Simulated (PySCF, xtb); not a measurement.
C2H7FO2Sn, SMILES C[CH2][Sn]([OH])([OH])[F]. One conformer was computed; it need not be the lowest.

Harmonic wavenumbers (cm⁻¹) from xtb with GFN2-xTB at its own minimum, in rising order: 15, 60, 80, 109, 136, 144, 213, 223, 229, 241, 330, 419, 473, 480, 708, 790, 794, 938, 980, 1073, 1162, 1200, 1391, 1420, 1470, 1477, 2986, 2994, 3000, 3027, 3040, 3621, 3627.

Question: What does PBE-D3(BJ)/def2-SVP run with PySCF give at its own minimum? (Estimate from the structure and the level; the computed values follow.)

Answer: 23, 79, 96, 123, 152, 171, 203, 230, 245, 263, 490, 588, 592, 606, 668, 841, 856, 931, 942, 1031, 1158, 1197, 1348, 1390, 1419, 1425, 2972, 3009, 3054, 3066, 3082, 3687, 3706. Paired by order, the mean absolute difference is 44 cm⁻¹ and the zero-point energies are 55.5 and 56.7 kcal/mol.
